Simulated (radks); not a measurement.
Neutral helium inside a hard spherical wall (all orbitals vanish at R), configuration held at [He] and not refilled when levels cross. Calculated with a radial shooting solver on a logarithmic mesh with Libxc functionals: non-relativistic Kohn-Sham, LDA (Slater exchange, VWN5 correlation), spin-unpolarised, spherical densities, point nucleus. Eigenvalues in eV, with the zero of energy where the potential of the charges vanishes at infinity; a dash marks a level that is unbound or too diffuse for the functional's potential to be trusted. A positive occupied level is held by the wall or, in an anion where self-interaction has pushed it up, behind a barrier. The pressure on the wall is -dE/dV.

R (bohr)  E (hartree)  kinetic (hartree)    e(1s)  e(2s, empty)  e(2p, empty)  pressure (GPa)
free         -2.83484              2.768  -15.522             -             -               0
20           -2.83484              2.768  -15.522         0.240         0.622        < 0.0001
15           -2.83484              2.768  -15.522         0.435         1.020        < 0.0001
12           -2.83484              2.768  -15.522         0.713         1.475        < 0.0001
10           -2.83484              2.768  -15.522         1.099         1.993        < 0.0001
6            -2.83476              2.769  -15.513         4.199         4.930         0.00982
3            -2.79649              2.968  -13.711        29.284        21.000            20.9
2            -2.50640              3.899   -5.573        84.791        52.050             430
